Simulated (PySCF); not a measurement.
Frontier levels across methods

Species: B₂H₉N₃O.
Z-matrix (Å and degrees, PBE0-D3(BJ)/def2-SVP geometry), rows numbered from 1:
```
N 
B   1  1.4696
O   2  1.4122  1  112.78
N   2  1.6592  1  116.32  3  -130.55
B   4  1.5894  2   88.60  1  -121.01
N   5  1.5879  4   92.58  2     6.66
H   1  1.0137  2  113.86  3    24.80
H   1  1.0129  2  119.09  3   156.76
H   3  0.9593  2  113.34  1   173.58
H   4  1.0169  2  113.33  1   120.39
H   4  1.0168  2  114.42  1    -3.38
H   5  1.2208  4  111.04  2  -107.03
H   5  1.2192  4  112.82  2   122.95
H   6  1.0175  2  111.52  1     5.89
H   6  1.0168  2  113.67  1  -115.73
```

Basis pcSseg-1 throughout (PySCF), one geometry. Isolated species at its PBE0-D3(BJ)/def2-SVP geometry (one conformer only).

Task: How do the orbital energies, the gap and the dipole change with the method?

Result: 
```
   method                    kind  HOMO (eV)  LUMO (eV)  gap (eV)  μ (D)  SCF cycles
     BLYP                     GGA      -5.02      -0.24      4.78   1.01          14
     OPBE                     GGA      -5.14       0.02      5.16   1.01          14
      PBE                     GGA      -5.16      -0.21      4.95   1.02          15
    B97-D                     GGA      -5.17      -0.09      5.08   1.03          14
     BP86                     GGA      -5.27      -0.10      5.18   1.04          15
      KT3                     GGA      -5.30      -0.39      4.91   0.98          14
      LDA                     LDA      -5.30      -0.37      4.93   1.08          14
      KT2                     GGA      -5.31      -0.29      5.03   1.00          14
    B3LYP           global hybrid      -6.39       0.29      6.68   1.09          13
    B97-2           global hybrid      -6.39       0.66      7.05   1.09          13
     PBE0           global hybrid      -6.66       0.65      7.32   1.11          14
 mPW1PW91           global hybrid      -6.70       0.62      7.33   1.11          13
BHandHLYP           global hybrid      -8.07       1.30      9.37   1.17          12
CAM-B3LYP  range-separated hybrid      -8.10       1.45      9.55   1.13          12
  wB97X-D  range-separated hybrid      -8.61       2.48     11.09   1.14          14
  LC-wPBE  range-separated hybrid      -9.54       2.84     12.39   1.18          14
       HF            Hartree–Fock     -10.36       3.49     13.85   1.25          10
```

The HOMO spans 5.34 eV, from BLYP down to HF, and the gap runs from 4.78 eV (BLYP) to 13.85 eV (HF). Over the methods BLYP (0 %), OPBE (0 %), PBE (0 %), B97-D (0 %), BP86 (0 %), KT3 (0 %), LDA (0 %), KT2 (0 %), B3LYP (20 %), B97-2 (21 %), PBE0 (25 %), mPW1PW91 (25 %), BHandHLYP (50 %), HF (100 %), a straight line through the gap against the share of exact exchange rises by 0.89 eV for each 10 % (correlation coefficient 0.999). The dipole ranges from 0.98 D (KT3) to 1.25 D (HF). This basis has no diffuse functions.
